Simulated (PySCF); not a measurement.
C6H15BN2.
Structure used (PBE0-D3(BJ)/def2-SVP), in Å, numbered top down from 1:
```xyz
24
C6H15BN2 angstrom
C      0.8005   -1.6535   -0.5370
N      0.3963   -0.4372    0.1785
C      0.2924   -0.7204    1.6190
B     -1.0432    0.1560   -0.3828
C     -0.9482    1.6975    0.1256
C      0.5591    1.9771    0.3080
C      1.3151    0.7139   -0.1110
C      2.6735    0.5620    0.5161
N      3.6601    0.1334   -0.1545
H      1.7856   -2.0050   -0.1945
H      0.8398   -1.4350   -1.6102
H      0.0419   -2.4276   -0.3634
H      0.0021    0.1898    2.1568
H      1.2441   -1.1025    2.0201
H     -0.4937   -1.4704    1.7664
H     -1.9266   -0.5584    0.0794
H     -0.9531    0.0506   -1.6039
H     -1.4839    1.8874    1.0701
H     -1.3877    2.3816   -0.6153
H      0.8082    2.2264    1.3546
H      0.9272    2.8234   -0.2918
H      1.4520    0.6935   -1.2011
H      2.7469    0.8598    1.5815
H      4.5040    0.1033    0.4264
```

Computed at PBE0/pcSseg-1 (PySCF, non-relativistic), with Q(14N) = 0.02044 b, Q(11B) = 0.04059 b: N2, 14N (I = 1): χzz = -3.033 MHz, η = 0.061; B4, 11B (I = 3/2): χzz = 2.435 MHz, η = 0.022; N9, 14N (I = 1): χzz = -4.877 MHz, η = 0.530.

Task: Where would the pure quadrupole (NQR) lines of 14N at N2 fall for the rigid, isolated species?

Result: From ν± = (3/4)|χ|(1 ± η/3) and ν0 = |χ|η/2: ν+ 2.321 MHz, ν− 2.228 MHz, ν0 0.092 MHz (nitrogen bonded to B and 3 C).

Task: Where would the pure quadrupole (NQR) lines of 11B at B4 fall for the rigid, isolated species?

Result: From ν = (|χ|/2)√(1 + η²/3): ν = 1.218 MHz (four-coordinate boron).

Task: Find the zero-field quadrupole resonance frequencies of 14N at N9.

Result: From ν± = (3/4)|χ|(1 ± η/3) and ν0 = |χ|η/2: ν+ 4.304 MHz, ν− 3.012 MHz, ν0 1.292 MHz (imine nitrogen).

In a crystal, neighbours and librations shift these lines. These gradients aren't converged with respect to the basis.

One conformer stands for the species.
